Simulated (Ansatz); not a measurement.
Mulliken charges of ClF$_{2}$HMoO$_{2}$ (`[O]=[Mo]([OH])([F])([F])[Cl]`) from r2SCAN/def2-TZVPP in Ansatz (PBE0-D4/def2-TZVP geometry).

```tsv
atom	x (Å)	y (Å)	z (Å)	charge (e)
O1	-1.678	-0.665	0.594	-0.419
Mo2	-0.367	0.032	-0.107	1.567
O3	1.016	-0.882	0.711	-0.410
F4	0.066	-0.868	-1.666	-0.362
F5	-1.108	1.243	-1.287	-0.341
Cl6	0.166	1.879	1.127	-0.264
H7	1.966	-0.807	0.581	0.228
```

By hand: the dipole of these point charges (1 e Å = 4.8032 D).

Σ q r = (0.470, -0.099, 0.169) e Å, of length 0.509 e Å = 2.44 D.

How does the dipole of the full density compare? (Estimate.)

Ansatz gave: (0.546, -0.146, 0.137) e Å, 2.79 D; the point charges give 0.87 times that, at 6° from its direction.

Point charges leave out the atoms' own dipoles, such as those of lone pairs, and Mulliken's split depends on the basis, so the close match here is no proof of good charges.
